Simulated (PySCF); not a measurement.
Radial density of Co²⁺ (cobalt, charge +2)

BP86, [Ar] 3d7, high-spin 4F determinant. Calculation: PySCF 2.14, in def2-TZVP; the non-relativistic Hamiltonian (point nucleus).

| r (bohr) | 4πr²ρ (e/bohr) | 4πr²(ρα − ρβ) |
| --- | --- | --- |
| 0.000793 | 0.1011 | 0.0000 |
| 0.00133 | 0.2786 | 0.0000 |
| 0.00224 | 0.7486 | 0.0000 |
| 0.00378 | 1.952 | 0.0000 |
| 0.00635 | 4.804 | 0.0001 |
| 0.0107 | 10.77 | 0.0001 |
| 0.0180 | 20.62 | 0.0003 |
| 0.0302 | 30.54 | 0.0006 |
| 0.0508 | 31.02 | 0.0020 |
| 0.0855 | 25.36 | 0.0132 |
| 0.144 | 33.61 | 0.1028 |
| 0.242 | 30.72 | 0.5810 |
| 0.407 | 14.45 | 1.9690 |
| 0.684 | 18.61 | 2.9794 |
| 1.15 | 8.287 | 1.7256 |
| 1.94 | 1.165 | 0.3726 |
| 3.26 | 0.07531 | 0.0235 |
| 5.48 | 8.035e-05 | 0.0000 |
